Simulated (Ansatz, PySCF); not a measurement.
Energy difference 3 R1 + R2 → P1 + 2 P2 + P3, each structure at its B3LYP-D3(BJ)/def2-TZVP stationary point, reached from a drawn start (curvature not checked).
P1, CH4 (SMILES C) (charge 0, multiplicity 1):
```tsv
atom	x (Å)	y (Å)	z (Å)
C	0.0000	0.0000	0.0000
H	0.6289	0.6289	0.6289
H	-0.6289	-0.6289	0.6289
H	0.6289	-0.6289	-0.6289
H	-0.6289	0.6289	-0.6289
```
R1: H2 (SMILES [H][H]), charge 0, multiplicity 1.
P2, HF (SMILES F) (charge 0, multiplicity 1):
```xyz
2

F      0.000     0.000     0.462
H      0.000     0.000    -0.462
```
P3, SiH4 (SMILES [SiH4]) (charge 0, multiplicity 1):
```json
[
 {"atom": "Si", "x (Å)": "0.0000", "y (Å)": "0.0000", "z (Å)": "0.0000"},
 {"atom": "H", "x (Å)": "0.8547", "y (Å)": "0.8547", "z (Å)": "0.8547"},
 {"atom": "H", "x (Å)": "-0.8547", "y (Å)": "-0.8547", "z (Å)": "0.8547"},
 {"atom": "H", "x (Å)": "-0.8547", "y (Å)": "0.8547", "z (Å)": "-0.8547"},
 {"atom": "H", "x (Å)": "0.8547", "y (Å)": "-0.8547", "z (Å)": "-0.8547"}
]
```
R2, CH4F2Si (SMILES C[SiH](F)F) (charge 0, multiplicity 1):
```xyz
8

Si     0.850     0.041     0.074
F      1.326     1.526    -0.268
F      1.509    -0.919    -1.019
C     -0.988    -0.066    -0.027
H      1.420    -0.318     1.383
H     -1.326    -1.083     0.181
H     -1.453     0.604     0.699
H     -1.338     0.214    -1.023
```

P less R. No zero-point or thermal terms.

Frozen-core correlation throughout.

The values were computed with Ansatz (a quantum-chemistry and plane-wave program); PySCF for the D3/D4 terms. No computed number here is a measurement.

```csv
level,reaction energy (kcal/mol)
BLYP-D3(BJ)/def2-TZVPP,55.00
r2SCAN/def2-TZVPP,57.86
B3LYP-D4/def2-TZVPP,54.65
PBE0-D4/def2-TZVPP,50.73
CAM-B3LYP-D4/def2-TZVPP,55.14
B2PLYP-D3(BJ)/def2-TZVPP,55.30
MP2/cc-pV(Q+d)Z,58.66
SCS-MP2/cc-pV(Q+d)Z,___
CCSD/cc-pV(T+d)Z,___
```

Problem. What belongs in the gaps?

Solution. 
- SCS-MP2/cc-pV(Q+d)Z, reaction energy (kcal/mol): 57.06
- CCSD/cc-pV(T+d)Z, reaction energy (kcal/mol): 52.68
